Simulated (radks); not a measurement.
Values are calculated unless marked as measured or tabulated.
Orbital eigenvalues (eV) of neutral krypton, [Kr], at several levels of relativity; Dirac values are averaged over j with weights 2j + 1. Spin-unpolarised spherical Kohn-Sham, PBE, point nucleus unless stated (finite: rms radius 4.1884 fm), a radial shooting solver on a logarithmic mesh with Libxc functionals. A level marked "c x" has the speed of light scaled by that factor and shares open shells by 2j + 1; other Dirac levels either fill j = l - 1/2 first or share by 2j + 1.

| shell | non-rel. | scalar-rel. | scalar-rel., finite nucleus | Dirac, 2j+1 shares, finite nucleus | change of magnitude, last against first (%) |
|---|---|---|---|---|---|
| 1s | -13899 | -14159 | -14158 | -14153 | +1.83 |
| 2s | -1806.1 | -1864.5 | -1864.4 | -1863.5 | +3.17 |
| 2p | -1633.9 | -1648.5 | -1648.5 | -1648.1 | +0.87 |
| 3s | -254.34 | -263.97 | -263.96 | -263.85 | +3.74 |
| 3p | -193.11 | -195.19 | -195.19 | -195.19 | +1.08 |
| 3d | -83.348 | -81.401 | -81.402 | -81.357 | -2.39 |
| 4s | -22.168 | -23.049 | -23.049 | -23.040 | +3.93 |
| 4p | -9.2828 | -9.2474 | -9.2475 | -9.2534 | -0.32 |
